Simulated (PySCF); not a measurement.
## Computed structure and properties of [Y(H2O)2]3+

System: [Y(H2O)2]3+ (singlet); start: displaced along the imaginary mode (C1). Method: PySCF 2.14.0, RKS PBE0, Y def2-SVP with ECP28, O def2-SVP, H def2-SVP; non-relativistic Hamiltonian with scalar-relativistic core potentials where named; density fitting; no spin-orbit coupling.

Input of the relaxation:

```python
mol = gto.M(atom='''
Y     -0.06794    -0.02613    -0.00000
O      0.16051     0.06180     2.21187
H      0.76808     0.62357     2.76942
H     -0.32562    -0.47014     2.90269
O      0.16044     0.06163    -2.21187
H      0.77563    -0.45051    -2.80643
H     -0.31807     0.64320    -2.86567''',
    basis={'Y': 'def2-SVP', 'O': 'def2-SVP', 'H': 'def2-SVP'},
    ecp={'Y': 'def2-SVP'},
    charge=3, spin=0)
mf = dft.RKS(mol, xc='PBE0')
mf.grids.atom_grid = (50, 194)
mf = mf.density_fit()  # fitting sets: Y def2-universal-JKFIT, O def2-universal-JKFIT, H def2-universal-JKFIT
mf.conv_tol = 1e-08; mf.max_cycle = 55
mf.kernel(dm0)  # dm0: converged density of the start geometry
# quasi-Newton relaxation in Cartesian coordinates to a largest gradient under 0.00045 Eh/bohr, steps kept in the point group
```

Run from Python with OMP_NUM_THREADS=2; the lines above give its settings. Where DIIS fails, smearing, a level shift and second-order steps follow.
It took 51 s on 2 threads of Intel(R) Xeon(R) Platinum 8488C (Sapphire Rapids), on a shared host, from the converged density of the start.

Course of the relaxation:

```
step  energy above end (eV)  largest force component within the symmetry (eV/Å)
   0                 0.2223                                               0.142
   1                 0.2177                                               0.081
   2                 0.2147                                               0.192
   3                 0.2107                                               0.196
   4                 0.2015                                               0.239
   5                 0.1894                                               0.291
   6                 0.1701                                               0.332
   7                 0.1383                                               0.317
  22                 0.0005                                               0.032
  23                 0.0003                                               0.036
  24                 0.0002                                               0.025
  25                 0.0001                                               0.030
  26                 0.0001                                               0.026
  27                 0.0000                                               0.019
```
(The steps between are left out.)

Relaxed geometry (C1):

```xyz
7

Y    -1.0234   -0.2919   -0.0116
O     0.1414    0.0077    1.8034
H     1.0394    0.4204    1.9122
H    -0.1107   -0.2275    2.7373
O     0.1539    0.1092   -1.8009
H     1.0759   -0.1880   -2.0271
H    -0.1235    0.6135   -2.6133
```

```
    contact      Å
Y1–O2 (H2O)  2.177
Y1–O5 (H2O)  2.179
```

On the finer grid (75, 302):

The HOMO is -26.88 eV and the LUMO is -19.00 eV. The dipole about the centre of mass is 1.32 D and the set of Mulliken populations of Y1 outside the core potential is s 2.10, p 6.12, d 0.57, f 0.08. The D3(BJ) dispersion energy (not in the energies) is -0.098 eV.

```json
{"atom": "Y1", "Mulliken (e)": "2.13", "Löwdin (e)": "1.83", "spin (e)": "0.00"}
{"atom": "O2", "Mulliken (e)": "-0.27", "Löwdin (e)": "0.12", "spin (e)": "0.00"}
{"atom": "H3", "Mulliken (e)": "0.35", "Löwdin (e)": "0.23", "spin (e)": "0.00"}
{"atom": "H4", "Mulliken (e)": "0.35", "Löwdin (e)": "0.23", "spin (e)": "0.00"}
{"atom": "O5", "Mulliken (e)": "-0.27", "Löwdin (e)": "0.12", "spin (e)": "0.00"}
{"atom": "H6", "Mulliken (e)": "0.35", "Löwdin (e)": "0.23", "spin (e)": "0.00"}
{"atom": "H7", "Mulliken (e)": "0.35", "Löwdin (e)": "0.23", "spin (e)": "0.00"}
```

On the grid (50, 194), as all that follows. Harmonic modes: a minimum within the noise of the softest modes; lowest 54 cm⁻¹ (negative: unstable), highest 3510 cm⁻¹, zero-point energy 1.319 eV.

Taking off one H2O (charge 0, singlet; the rest: singlet) in vacuum, both parts rigid, costs 4.60 eV; the small basis without counterpoise inflates it. Parting with an electron moved from the ligand to the metal can be far cheaper, even downhill.

Rigid scan of H2O along the line from its metal:

| distance to O2 (Å) | energy (eV) |
| --- | --- |
| 1.88 | 0.901 |
| 1.98 | 0.340 |
| 2.08 | 0.072 |
| 2.18 | 0.000 |
| 2.28 | 0.055 |
| 2.38 | 0.190 |
| 2.58 | 0.582 |

One start shape was tried, so this needn't be the lowest isomer.
